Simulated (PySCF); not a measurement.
## Calculated data, AlBH₃N₂

Calculation on a computer-drawn molecule: the log of a Hartree-Fock and frozen-core CCSD(T) single point meant for a local Hartree-Fock minimum, with one planted fault or none, to be diagnosed. Offsets are logged minus clean, where the clean run is the same molecule without the fault. The reference is restricted for singlets and unrestricted otherwise, and also for a bond in bohr or an excited solution. Adding or removing an electron swaps singlet and doublet. The excited solution moves the top pair (singlet) or top alpha electron (doublet) to the lowest empty orbital. Highest occupied and lowest empty are orbital energies over both spins, largest force is the largest gradient component, triples share is (T) over the correlation energy, the T1 limit is 0.02 restricted and 0.045 unrestricted, electrons count all cores, a negative frequency is imaginary (commonest isotopes), and the dipole is about the centre of nuclear charge. Program: PySCF 2.14.0.

```json
{"formula": "AlBH3N2", "logged_structure": {"atoms_angstrom": [["N", -0.03, 0.3951, 1.0131], ["B", 0.4824, -0.4, 0.0446], ["N", 0.9704, -1.1571, -0.8782], ["Al", 1.5989, -2.1347, -2.0663], ["H", -0.2541, 1.3592, 0.8574], ["H", -0.2141, 0.0654, 1.9411], ["H", 2.1804, -3.0386, -3.1652]]}, "given": {"meant_charge": 1, "meant_multiplicity": 1, "meant_basis": "cc-pV(D+d)Z", "logged_electrons": 35, "logged_basis_functions": 80, "logged_SCF_converged": "yes", "logged_spin_squared": 0.7899, "logged_highest_occupied [eV]": -4.2777, "logged_lowest_empty [eV]": 1.947, "logged_largest_force [hartree/bohr]": 0.055594, "logged_T1_diagnostic": 0.021367, "logged_D1_diagnostic": 0.070928, "logged_triples_share": 0.033259, "logged_CC_converged": "yes", "logged_dipole_magnitude [debye]": 4.5887, "logged_SCF_stable_within_its_kind": "yes", "logged_energy_HF [hartree]": -377.24698, "logged_energy_CCSD(T) [hartree]": -377.74371, "possible_faults": "no fault, one electron removed, one electron added, multiplicity raised by two, geometry at a saddle point, SCF held on an excited solution, minimal basis STO-3G, one bond length entered in bohr, all coordinates scaled", "drawn_bonds_atom": [1, 2, 3, 1, 1, 4], "drawn_bonds_other_atom": [2, 3, 4, 5, 6, 7], "drawn_bonds_order": [1, 1, 2, 1, 1, 1]}, "results": {"planted_fault": "one electron added", "HF_energy_offset_from_clean_run [kcal/mol]": -87.46, "CCSD(T)_energy_offset_from_clean_run [kcal/mol]": -99.08}}
```
